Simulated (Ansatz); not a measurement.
Mulliken charges of CH6SSn (`C[S][SnH3]`) from ωB97M-V/def2-TZVPP in Ansatz (PBE0-D4/def2-TZVP geometry).

| atom | x (Å) | y (Å) | z (Å) | charge (e) |
| --- | --- | --- | --- | --- |
| C1 | -0.754 | 1.048 | -0.989 | -0.367 |
| S2 | -0.671 | -0.767 | -0.982 | -0.283 |
| Sn3 | 0.734 | -1.094 | 0.929 | 0.475 |
| H4 | -1.381 | 1.327 | -1.836 | 0.137 |
| H5 | 0.232 | 1.494 | -1.124 | 0.145 |
| H6 | -1.212 | 1.432 | -0.077 | 0.145 |
| H7 | 2.225 | -0.301 | 0.661 | -0.089 |
| H8 | 0.942 | -2.773 | 1.103 | -0.073 |
| H9 | -0.026 | -0.411 | 2.299 | -0.089 |

Task: By hand: the dipole of these point charges (1 e Å = 4.8032 D).

Result: Σ q r = (0.219, 0.185, 0.313) e Å, of length 0.424 e Å = 2.04 D.

Task: How does the dipole of the full density compare? (Estimate.)

Result: Computed: (0.109, 0.228, 0.164) e Å, 1.45 D; the point charges give 1.41 times that, at 23° from its direction.

Point charges leave out the atoms' own dipoles, such as those of lone pairs, and Mulliken's split depends on the basis, so the two needn't agree.
